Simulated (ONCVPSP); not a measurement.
# Pseudopotentials across the periodic table

Generated with ld1.x 7.5 (TM, RRKJ, ultrasoft, PAW), atompaw 4.2 or ONCVPSP 4.0.1. The cutoff is in Ry: for ld1.x and atompaw files where the sum of valence levels is converged to 10 mRy in a Bessel basis, for ONCV files where the hardest occupied wave has 1 mHa per electron of residual kinetic energy. The error is the largest all-electron minus pseudo excitation energy over each file’s own four to seven test configurations (ionisations up to +4, promotions, holes and added fractions of an electron), all of which were solved. The labels leave out finer settings (local radius, basis sizes, second energies), which also bear on the numbers. Spin-polarised tests are not counted. The rows are a selection from randomly drawn settings: files with unsolved tests, undetermined cutoffs or missed reference levels are left out.

```csv
element,potential,cutoff (Ry),largest error (meV),bound ghosts
O,"ONCV, PBE, scalar-relativistic, rc 0.65/1.95/1.55 (spd), local s, core correction no, reference 2s2 2p2.5, qcut 12.1/7.2/5.3, projectors 0/1/2",89,+189,none
S,"ONCV, PBEsol, scalar-relativistic, rc 0.80/0.70 (sp), local smoothed, core correction yes, reference 2s2 2p6 3s2 3p2.5, qcut 12.3/23.3, projectors 2/2",398,+205,none
Mn,"ONCV, PBEsol, scalar-relativistic, rc 1.65/0.90/1.60 (spd), local smoothed, core correction yes, reference 3s2 3p6 3d5 4s2, qcut 6.5/10.1/10.1, projectors 2/1/2",91,+53,none
Ga,"ONCV, PW91, scalar-relativistic, rc 1.85/2.80/3.05 (spd), local smoothed, core correction no, reference 4s1.75 4p1.25, qcut 4.3/2.9/3.6, projectors 1/2/2",14,+32,none
Kr,"ONCV, PBE, scalar-relativistic, rc 1.00/0.90/0.80 (spd), local smoothed, core correction yes, reference 3s2 3p6 3d10 4s2 4p6, qcut 10.9/15.7/22.8, projectors 2/2/3",378,-495,none
Nb,"ONCV, LDA (Perdew-Zunger), scalar-relativistic, rc 1.30/1.40/1.70 (spd), local smoothed, core correction yes, reference 4s2 4p6 4d4, qcut 5.3/5.8/6.7, projectors 2/1/2",298,+7.1,none
Hg,"ONCV, PBE, scalar-relativistic, rc 1.35/1.60/1.75/1.65 (spdf), local smoothed, core correction yes, reference 5s2 5p6 5d10 6s1, qcut 10.4/7.2/9.5/7.5, projectors 2/2/2/1",75,-27,none
```

Task: Fill in the row for Ga: ONCV, LDA (Perdew-Wang 92), scalar-relativistic, rc 1.70/2.35 (sp), local smoothed, core correction no, reference 4s1.5 4p1.5, qcut 3.7/3.9, projectors 1/2.

Result: cutoff 15 Ry, largest error +109 meV, bound ghosts: none.

Task: Fill in the row for Fe: ONCV, LDA (Perdew-Zunger), scalar-relativistic, rc 1.40/0.95/1.50 (spd), local smoothed, core correction no, reference 3s2 3p6 3d6 4s1.5, qcut 7.5/9.9/12.3, projectors 3/2/2.

Result: cutoff 102 Ry, largest error +209 meV, bound ghosts: none.
